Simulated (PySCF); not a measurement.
CHO2 (SMILES O=[C]O), doublet (typed; the unrestricted solution is spin-contaminated), at a GFN2-xTB geometry, with bond 1-2 at 1.5 times its length; HF/cc-pVDZ run with PySCF.

The PySCF input:
```python
from pyscf import gto, scf

mol = gto.M(
    atom='''
O     1.311788   -1.153472   -0.193527
C     0.272153    0.258955    0.168123
O    -0.979298    0.513219   -0.000943
H    -1.520474   -0.198179   -0.417378
''',
    basis='cc-pvdz',
    charge=0,
    spin=1,
    verbose=4,
)

mf = scf.UHF(mol)
mf.kernel()
mo_i, mo_e, stable_i, stable_e = mf.stability(internal=True, external=True, return_status=True, nroots=6, tol=1e-6)
print('internally stable:', stable_i, ' externally stable:', stable_e)
if not stable_i:
    umf = mf.copy()
    umf.scf_summary = {}
    umf.kernel(umf.make_rdm1(mo_i, mf.mo_occ))
mf.analyze()
```

Question: Predict the main parts of the log of this PySCF run.

Answer: 
```
PySCF version 2.14.0

[INPUT] verbose = 4
[INPUT] num. atoms = 4
[INPUT] num. electrons = 23
[INPUT] charge = 0
[INPUT] spin (= nelec alpha-beta = 2S) = 1
[INPUT] symmetry False subgroup None
[INPUT] Mole.unit = angstrom
[INPUT] Symbol           X                Y                Z      unit          X                Y                Z       unit  Magmom
[...]
nuclear repulsion = 53.1711745332361
number of shells = 18
number of NR pGTOs = 85
number of NR cGTOs = 47
basis = cc-pvdz
ecp = {}

******** <class 'pyscf.scf.uhf.UHF'> ********
method = UHF
initial guess = minao
damping factor = 0
level_shift factor = 0
DIIS = <class 'pyscf.scf.diis.CDIIS'>
diis_start_cycle = 1
diis_space = 8
diis_damp = 0
SCF conv_tol = 1e-09
SCF conv_tol_grad = None
SCF max_cycles = 50
direct_scf = True
direct_scf_tol = 1e-13
number electrons alpha = 12  beta = 11
Set gradient conv threshold to 3.16228e-05
init E= -187.673195586205

cycle= 1 E= -187.557013695082  delta_E= 0.116  |g|= 0.762  |ddm|= 1.37
cycle= 2 E= -186.277625076739  delta_E= 1.28  |g|= 1.81  |ddm|= 1.69
cycle= 3 E= -187.916320107452  delta_E= -1.64  |g|= 0.135  |ddm|= 1.23
cycle= 4 E= -187.941961773135  delta_E= -0.0256  |g|= 0.0919  |ddm|= 0.194
cycle= 5 E= -187.953843510108  delta_E= -0.0119  |g|= 0.054  |ddm|= 0.121
cycle= 6 E= -187.962078112661  delta_E= -0.00823  |g|= 0.0301  |ddm|= 0.137
cycle= 7 E= -187.965412559538  delta_E= -0.00333  |g|= 0.0225  |ddm|= 0.0896
cycle= 8 E= -187.967243883375  delta_E= -0.00183  |g|= 0.0205  |ddm|= 0.0597
cycle= 9 E= -187.969803364209  delta_E= -0.00256  |g|= 0.0171  |ddm|= 0.092
cycle= 10 E= -187.972983380856  delta_E= -0.00318  |g|= 0.0117  |ddm|= 0.15
cycle= 11 E= -187.974373278263  delta_E= -0.00139  |g|= 0.00724  |ddm|= 0.114
cycle= 12 E= -187.974581142641  delta_E= -0.000208  |g|= 0.00598  |ddm|= 0.0209
cycle= 13 E= -187.974836976957  delta_E= -0.000256  |g|= 0.00535  |ddm|= 0.0512
cycle= 14 E= -187.975020533138  delta_E= -0.000184  |g|= 0.00364  |ddm|= 0.0302
cycle= 15 E= -187.975185210997  delta_E= -0.000165  |g|= 0.00271  |ddm|= 0.0354
cycle= 16 E= -187.975282545949  delta_E= -9.73e-05  |g|= 0.0021  |ddm|= 0.0298
cycle= 17 E= -187.97532270836  delta_E= -4.02e-05  |g|= 0.0015  |ddm|= 0.0168
cycle= 18 E= -187.975354753692  delta_E= -3.2e-05  |g|= 0.000956  |ddm|= 0.02
cycle= 19 E= -187.97536598599  delta_E= -1.12e-05  |g|= 0.000597  |ddm|= 0.0142
cycle= 20 E= -187.97536798853  delta_E= -2e-06  |g|= 0.000339  |ddm|= 0.00517
[...]
converged SCF energy = -187.975368767098  <S^2> = 1.04748  2S+1 = 2.2781396
<class 'pyscf.scf.uhf.UHF'> wavefunction is stable in the internal stability analysis
<class 'pyscf.scf.uhf.UHF'> wavefunction is stable in the real -> complex stability analysis
<class 'pyscf.scf.uhf.UHF'> wavefunction has an UHF/UKS -> GHF/GKS instability
internally stable: True  externally stable: False
Total Energy =                        -187.975368767097820
[...]

 ** Mulliken spin pop alpha/beta on meta-lowdin orthogonal AOs **
 ** Mulliken Spin Density (per AO)  **
spin_pop of  0 O 1s       -0.00000
spin_pop of  0 O 2s        0.00005
spin_pop of  0 O 3s       -0.00019
spin_pop of  0 O 2px      -0.19101
spin_pop of  0 O 2py       0.50608
spin_pop of  0 O 2pz       0.16579
spin_pop of  0 O 3px       0.00034
spin_pop of  0 O 3py       0.00018
spin_pop of  0 O 3pz      -0.00021
spin_pop of  0 O 3dxy      0.00020
spin_pop of  0 O 3dyz     -0.00005
spin_pop of  0 O 3dz^2     0.00005
spin_pop of  0 O 3dxz     -0.00004
spin_pop of  0 O 3dx2-y2   -0.00011
spin_pop of  1 C 1s       -0.00000
spin_pop of  1 C 2s       -0.00394
spin_pop of  1 C 3s        0.00028
spin_pop of  1 C 2px      -0.04163
spin_pop of  1 C 2py       0.43510
spin_pop of  1 C 2pz       0.09561
spin_pop of  1 C 3px       0.00114
spin_pop of  1 C 3py       0.00009
spin_pop of  1 C 3pz      -0.00002
spin_pop of  1 C 3dxy     -0.00013
spin_pop of  1 C 3dyz      0.00003
spin_pop of  1 C 3dz^2    -0.00004
spin_pop of  1 C 3dxz      0.00016
spin_pop of  1 C 3dx2-y2    0.00144
spin_pop of  2 O 1s        0.00000
spin_pop of  2 O 2s        0.00837
spin_pop of  2 O 3s        0.00043
spin_pop of  2 O 2px      -0.01006
spin_pop of  2 O 2py       0.00466
spin_pop of  2 O 2pz      -0.01005
spin_pop of  2 O 3px       0.00025
spin_pop of  2 O 3py       0.00041
spin_pop of  2 O 3pz       0.00006
spin_pop of  2 O 3dxy      0.00017
spin_pop of  2 O 3dyz      0.00002
spin_pop of  2 O 3dz^2    -0.00001
spin_pop of  2 O 3dxz      0.00008
spin_pop of  2 O 3dx2-y2   -0.00005
spin_pop of  3 H 1s        0.03604
spin_pop of  3 H 2s        0.00063
spin_pop of  3 H 2px      -0.00014
spin_pop of  3 H 2py       0.00000
spin_pop of  3 H 2pz      -0.00000
 ** Mulliken Spin Density (per atom)  **
spin density of  0 O =      0.48108
spin density of  1 C =      0.48809
spin density of  2 O =     -0.00571
spin density of  3 H =      0.03654
 ** Mulliken pop alpha/beta on meta-lowdin orthogonal AOs **
 ** Mulliken pop       alpha | beta **
In total            12.00000 | 11.00000
 ** Mulliken atomic charges   ( Nelec_alpha | Nelec_beta ) **
charge of  0O =     -0.32022  (     4.40065      3.91957 )
charge of  1C =      0.30448  (     3.09181      2.60371 )
charge of  2O =     -0.34760  (     4.17095      4.17666 )
charge of  3H =      0.36335  (     0.33660      0.30006 )
Dipole moment(X, Y, Z, Debye): -3.87603,  0.05189, -0.83113
```
